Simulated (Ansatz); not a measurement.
Correlation energies of CH$_{5}$N$_{3}$Zn (`NC1[NH][Zn][NH]1`) by basis set

Z-matrix (Å, degrees):
```
C
N 1 1.485
Zn 1 2.322 2 55.5
N 1 1.446 2 112.9 3 113.7
N 1 1.463 2 108.9 3 -10.1
H 1 1.104 2 107.4 3 -128.3
H 2 1.015 1 111.2 3 115.8
H 4 1.016 1 108.5 2 -63.7
H 4 1.014 1 108.9 2 51.9
H 5 1.012 1 112.7 2 149.3
```

Charge 0, multiplicity 1. For Zn the d shell is correlated and the shells below it are frozen. Scalar relativity is left out up to krypton. The structure was optimised at the PBE0-D4/def2-TZVP level. It is one conformer, not always the lowest. Frozen core, restricted reference, the Gaussian-basis code of Ansatz.

| basis | HF (Eh) | MP2 corr. | CCSD corr. | (T) | CCSD(T) total |
| --- | --- | --- | --- | --- | --- |
| def2-SVP | -1981.42667 | -0.95740 | -0.96436 | -0.03240 | -1982.42343 |
| def2-TZVPP | -1981.91571 | -1.32139 | -1.28719 | -0.05438 | -1983.25728 |
| def2-QZVPP | -1981.96821 | -1.41176 | – | – | – |
